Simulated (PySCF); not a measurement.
PySCF input file for GeH5Si, SMILES [SiH2][GeH3] (connectivity only; charge and spin as stated), charge +1, multiplicity 1, TDDFT-PBE0/def2-SVPD. Geometry optimised at PBE0-D3(BJ)/def2-TZVP. The spin state was assumed, not searched. The isomer is the one that the SMILES or the coordinates give; other isomers of the formula were not compared.

```python
import numpy as np
from pyscf import gto, scf, dft, tdscf

mol = gto.M(
    atom='''
    Si    1.63811415   -0.00979557   -0.00000000
    Ge   -0.76655780   -0.00108579    0.00000000
    H     2.46712972    0.02207175   -1.22664220
    H     2.46712972    0.02207175    1.22664220
    H    -1.00784108    1.51316197   -0.00000000
    H    -1.16508343   -0.69271110   -1.29791369
    H    -1.16508343   -0.69271110    1.29791368
    ''',
    basis='def2-SVPD',
    charge=1,
    spin=0,
    symmetry=True,
    max_memory=1600,
    verbose=4,
)
mf = dft.RKS(mol, xc='pbe0').density_fit(auxbasis='def2-universal-jkfit')
mf.grids.level = 3
mf.conv_tol = 1e-9
mf.max_cycle = 100
mf.kernel()
mf.grids = dft.Grids(mol).set(level=1).build(with_non0tab=True)  # coarser grid for the response kernel
td = tdscf.TDDFT(mf)
td.singlet = True
td.nstates = 10
td.conv_tol = 1e-4
td.kernel(x0=td.get_init_guess(mf, 15))
td.analyze()
tt = tdscf.TDA(mf)
tt.singlet = False
tt.nstates = 4
tt.conv_tol = 1e-4
tt.kernel(x0=tt.get_init_guess(mf, 9))
tt.analyze(verbose=3)
```

Output:

```
PySCF version 2.14.0

[INPUT] verbose = 4
[INPUT] num. atoms = 7
[INPUT] num. electrons = 50
[INPUT] charge = 1
[INPUT] spin (= nelec alpha-beta = 2S) = 0
[INPUT] symmetry True subgroup None
[INPUT] Mole.unit = angstrom
[INPUT] Symbol           X                Y                Z      unit          X                Y                Z       unit  Magmom
[INPUT]  1 Si     1.638114150000  -0.009795570000   0.000000000000 AA    3.095587104275  -0.018510944534   0.000000000000 Bohr   0.0
[INPUT]  2 Ge    -0.766557800000  -0.001085790000   0.000000000000 AA   -1.448584300649  -0.002051845729   0.000000000000 Bohr   0.0
[INPUT]  3 H      2.467129720000   0.022071750000  -1.226642200000 AA    4.662199484575   0.041709562590  -2.318017810834 Bohr   0.0
[INPUT]  4 H      2.467129720000   0.022071750000   1.226642200000 AA    4.662199484575   0.041709562590   2.318017810834 Bohr   0.0
[INPUT]  5 H     -1.007841080000   1.513161970000   0.000000000000 AA   -1.904543618286   2.859461705407   0.000000000000 Bohr   0.0
[INPUT]  6 H     -1.165083430000  -0.692711100000  -1.297913690000 AA   -2.201688594969  -1.309034262446  -2.452701407424 Bohr   0.0
[INPUT]  7 H     -1.165083430000  -0.692711100000   1.297913680000 AA   -2.201688594969  -1.309034262446   2.452701388526 Bohr   0.0

nuclear repulsion = 160.385964092898
point group symmetry = Cs
symmetry origin: [-3.48305263e-17  3.70534531e-10 -3.70534540e-10]
symmetry axis x: [ 1.00000000e+00 -6.71362589e-11  1.76803780e-10]
symmetry axis y: [ 6.71362593e-11  1.00000000e+00 -2.21543494e-09]
symmetry axis z: [-1.76803780e-10  2.21543516e-09  1.00000000e+00]
num. orbitals of irrep A' = 65
num. orbitals of irrep A" = 37
number of shells = 44
number of NR pGTOs = 172
number of NR cGTOs = 102
basis = def2-SVPD
ecp = {}


[settings echo left out]
init E= -2367.90230676157
HOMO (A') = -0.306187923787496  LUMO (A') = -0.148961807991683  gap/eV = 4.27834
cycle= 1 E= -2368.38257702409  delta_E= -0.48  |g|= 0.415  |ddm|= 2.46
HOMO (A") = -0.568203218597711  LUMO (A') = -0.397241548393504  gap/eV = 4.65210
cycle= 2 E= -2368.39443467162  delta_E= -0.0119  |g|= 0.409  |ddm|= 0.951
HOMO (A') = -0.53947249370004  LUMO (A') = -0.351379028267955  gap/eV = 5.11828
cycle= 3 E= -2368.41987339977  delta_E= -0.0254  |g|= 0.026  |ddm|= 0.416
HOMO (A') = -0.532484679391944  LUMO (A') = -0.341517507404386  gap/eV = 5.19648
cycle= 4 E= -2368.42002579305  delta_E= -0.000152  |g|= 0.00796  |ddm|= 0.0599
HOMO (A') = -0.532872191475626  LUMO (A') = -0.342454631400772  gap/eV = 5.18153
cycle= 5 E= -2368.42004588798  delta_E= -2.01e-05  |g|= 0.00181  |ddm|= 0.0174
HOMO (A') = -0.532820804524927  LUMO (A') = -0.342248980992149  gap/eV = 5.18572
cycle= 6 E= -2368.4200470507  delta_E= -1.16e-06  |g|= 0.000275  |ddm|= 0.00374
HOMO (A') = -0.53287077826139  LUMO (A') = -0.342305762644966  gap/eV = 5.18554
cycle= 7 E= -2368.42004708373  delta_E= -3.3e-08  |g|= 7.02e-05  |ddm|= 0.000584
HOMO (A') = -0.532873861301218  LUMO (A') = -0.342309226166198  gap/eV = 5.18553
cycle= 8 E= -2368.42004708614  delta_E= -2.41e-09  |g|= 1.15e-05  |ddm|= 0.00012
HOMO (A') = -0.532873229402883  LUMO (A') = -0.342308933892386  gap/eV = 5.18552
cycle= 9 E= -2368.42004708622  delta_E= -8.55e-11  |g|= 1.45e-06  |ddm|= 3.54e-05
HOMO (A') = -0.532873430954672  LUMO (A') = -0.342308954192144  gap/eV = 5.18552
Extra cycle  E= -2368.42004708624  delta_E= -1.59e-11  |g|= 1.24e-06  |ddm|= 4.93e-06
converged SCF energy = -2368.42004708624
tot grids = 26192


******** <class 'pyscf.tdscf.rks.TDDFT'> for <class 'pyscf.df.df_jk.DFSymAdaptedRKS'> ********
nstates = 10 singlet
deg_eia_thresh = 1.000e-03
wfnsym = None
conv_tol = 0.0001
eigh lindep = 1e-12
eigh level_shift = 0
eigh max_cycle = 100


Excitation energies (eV)
[3.67068911 4.53745855 4.95871245 5.39867396 8.09593514 8.13555628
 8.27991719 8.31107922 8.74903825 8.76826673]

** Singlet excitation energies and oscillator strengths **
Excited State   1:   A'      3.67069 eV    337.77 nm  f=0.0047
      25 -> 26       -0.70136
Excited State   2:   A"      4.53746 eV    273.25 nm  f=0.0015
      22 -> 26        0.12141
      24 -> 26       -0.69574
Excited State   3:   A'      4.95871 eV    250.03 nm  f=0.0480
      23 -> 26        0.69618
Excited State   4:   A"      5.39867 eV    229.66 nm  f=0.0003
      22 -> 26       -0.69622
      24 -> 26       -0.12086
Excited State   5:   A'      8.09594 eV    153.14 nm  f=0.3499
      23 -> 27        0.20455
      24 -> 28        0.21768
      25 -> 27        0.61009
      25 -> 30        0.13340
Excited State   6:   A"      8.13556 eV    152.40 nm  f=0.0456
      23 -> 28        0.11437
      24 -> 27       -0.39383
      25 -> 28        0.54640
Excited State   7:   A"      8.27992 eV    149.74 nm  f=0.0006
      24 -> 27        0.57798
      25 -> 28        0.38851
Excited State   8:   A'      8.31108 eV    149.18 nm  f=0.0565
      23 -> 27       -0.66416
      24 -> 28        0.15224
      25 -> 27        0.15198
Excited State   9:   A"      8.74904 eV    141.71 nm  f=0.0090
      23 -> 28        0.66039
      24 -> 29        0.18283
      24 -> 31       -0.10659
      25 -> 28       -0.10251
Excited State  10:   A'      8.76827 eV    141.40 nm  f=0.0170
      25 -> 29        0.68767
      25 -> 30        0.13585

** Transition electric dipole moments (AU) **
state          X           Y           Z        Dip. S.      Osc.
  1        -0.0505      0.2218     -0.0000      0.0518      0.0047
  2         0.0000     -0.0000     -0.1181      0.0139      0.0015
  3         0.6070     -0.1629      0.0000      0.3950      0.0480
  4         0.0000     -0.0000     -0.0501      0.0025      0.0003
  5        -1.3144      0.1911      0.0000      1.7641      0.3499
  6         0.0000      0.0000     -0.4781      0.2286      0.0456
  7        -0.0000      0.0000      0.0538      0.0029      0.0006
  8        -0.4870     -0.2001     -0.0000      0.2772      0.0565
  9        -0.0000      0.0000      0.2054      0.0422      0.0090
 10         0.2671     -0.0895     -0.0000      0.0794      0.0170

** Transition velocity dipole moments (imaginary part, AU) **
state          X           Y           Z        Dip. S.      Osc.
  1        -0.0070      0.0307      0.0000      0.0010      0.0049
  2         0.0000     -0.0000     -0.0190      0.0004      0.0014
  3         0.1114     -0.0292     -0.0000      0.0133      0.0485
  4         0.0000     -0.0000     -0.0098      0.0001      0.0003
  5        -0.3985      0.0559      0.0000      0.1619      0.3628
  6         0.0000     -0.0000     -0.1471      0.0216      0.0483
  7         0.0000      0.0000      0.0157      0.0002      0.0005
  8        -0.1515     -0.0608      0.0000      0.0266      0.0581
  9         0.0000      0.0000      0.0647      0.0042      0.0087
 10         0.0889     -0.0301     -0.0000      0.0088      0.0182

** Transition magnetic dipole moments (imaginary part, AU) **
state          X           Y           Z
  1         0.0000     -0.0000      1.1863
  2         0.4981     -0.0072     -0.0000
  3        -0.0000      0.0000      0.1658
  4        -1.1852     -0.0643      0.0000
  5         0.0000      0.0000     -0.1693
  6        -0.1783     -0.5688      0.0000
  7        -0.1206      0.5248      0.0000
  8         0.0000      0.0000      0.4412
  9        -0.7116      0.3700     -0.0000
 10         0.0000      0.0000     -0.2653


******** <class 'pyscf.tdscf.rks.TDA'> for <class 'pyscf.df.df_jk.DFSymAdaptedRKS'> ********
nstates = 4 triplet
deg_eia_thresh = 1.000e-03
wfnsym = None
conv_tol = 0.0001
eigh lindep = 1e-12
eigh level_shift = 0
eigh max_cycle = 100


Excitation energies (eV)
[2.85484402 4.26735547 4.37651794 4.86042455]

** Triplet excitation energies and oscillator strengths **
Excited State   1:   A'      2.85484 eV    434.29 nm  f=0.0000
Excited State   2:   A"      4.26736 eV    290.54 nm  f=0.0000
Excited State   3:   A'      4.37652 eV    283.29 nm  f=0.0000
Excited State   4:   A"      4.86042 eV    255.09 nm  f=0.0000
```

Self-consistency was reached.

Cost: very roughly 50 core-seconds.
